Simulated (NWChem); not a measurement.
System: AlH$_{2}$OBr; SMILES [OH][AlH][Br]

Here is an NWChem input.

```
start job
memory heap 200 mb stack 900 mb global 1100 mb
geometry units angstroms noautosym nocenter noautoz
  Al    -0.591242     1.186444     0.000000
  H     -2.144798     1.398230     0.000000
  Br     0.313815    -0.881224     0.000000
  O      0.401918     2.556818     0.000000
  H      1.359780     2.591376     0.000000
end
basis spherical
  Al library pcsseg-1
  H library pcsseg-1
  Br library pcsseg-1
  O library pcsseg-1
end
dft
  xc slater vwn_5
  iterations 150
end
property
  shielding
  efieldgrad
end
task dft property
```

All runs use the structure optimised with PBE0/def2-SVP.

GIAO values for the isolated, static molecule; σ is the absolute isotropic shielding, δ = σ(reference) − σ with the isolated reference molecule computed at the same levels (1H: tetramethylsilane, 17O: water). Spin-orbit effects, on the heavy nuclei and on their neighbours, are missing.

Atoms are numbered as in the input.

Q: What results follow from this input? (LDA (Slater exchange, VWN5)/pcSseg-1, GIAO.) Quantities: σ Al1 (ppm); δ H2 (ppm); σ Br3 (ppm); δ O4 (ppm); δ H5 (ppm).

A: 
| Property | Result |
|---|---|
| σ Al1 (ppm) | 369.3 |
| δ H2 (ppm) | 4.88 |
| σ Br3 (ppm) | 2490.6 |
| δ O4 (ppm) | 101.5 |
| δ H5 (ppm) | 3.31 |
